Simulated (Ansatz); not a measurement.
A search over several starts for the lowest SCF solution of Ni2Br4 at the given spin, in a small basis.

```yaml
crystal:
  periodic: [false, false, false]
  atoms:
    - {symbol: Ni, position_ang: [-0.965359, -0.963999, 0.393799]}
    - {symbol: Ni, position_ang: [0.984082, 0.992334, -0.250786]}
    - {symbol: Br, position_ang: [-1.396398, -3.064514, -0.098680]}
    - {symbol: Br, position_ang: [-1.053780, 1.363797, 0.682791]}
    - {symbol: Br, position_ang: [1.174931, 2.730327, -1.586266]}
    - {symbol: Br, position_ang: [1.256534, -1.057945, 0.859133]}
basis:
  gaussian: {orbitals: def2-SVP, initial_orbitals: start.molden}
hamiltonian: {xc: pbe, dispersion: d4}
output: {orbitals: {seedname: orbitals}}
```

The file start.molden holds the orbitals of an earlier run on this structure, at another level or in another basis.

```sh
$ ansatz run in.yaml --threads 4 --pin off --events-out ev --progress --plain --max-ram 8704MiB
```

Shortened log:

```
Functional definition: PBE
2164 factors; their error is unknown
mean field evaluation 1: about -362151.4929 eV, gradient 1.1e2 eV
mean field evaluation 2: about -362167.7700 eV, gradient 1.9e1 eV
mean field evaluation 4: about -362176.7360 eV, gradient 1.5e1 eV
mean field evaluation 8: about -362176.9036 eV, gradient 2.6e1 eV
mean field evaluation 16: about -362177.7030 eV, gradient 9.4e-6 eV
mean field evaluation 32: about -362174.5800 eV, gradient 2.9e1 eV
mean field evaluation 64: about -362177.4733 eV, gradient 1.9e0 eV
mean field evaluation 96: about -362173.0124 eV, gradient 2.0e1 eV
mean field evaluation 128: about -362177.3412 eV, gradient 1.7e0 eV
mean field -362177.70296231 eV, -13309.7850910005 hartree, gradient 9.5e-6 eV, S^2 0.000000; 9 other end points of the search recorded, 0 dependent functions left out
reference -362177.70302084 eV, -13309.7850931515 hartree; 98, 98 occupied and 92, 92 virtual orbitals, 2164 factors
Total energy: -362178.08487492 eV, -13309.7991260300 hartree
```

Hardware: 4 threads of Intel Xeon Platinum 8559C on a shared host. Wall time 19 s.

The restricted singlet is unstable towards broken spin symmetry in Hartree–Fock (as tested in another run); at PBE-D4/def2-SVP this wasn't settled. An occupied level of the charge 0 singlet lies above an empty one (by up to 0.05 eV), so this SCF solution is probably not the lowest. The geometry of the singlet was relaxed on an unsound state (restricted singlet whose occupied levels cross empty ones at other levels, untested at these). At PBE0-D4/def2-TZVP a quintet of charge 0 lies 1.97 eV below the restricted singlet, each at its own geometry. Another isomer (singlet) lies 0.05 eV lower at PBE0-D4/def2-TZVP.
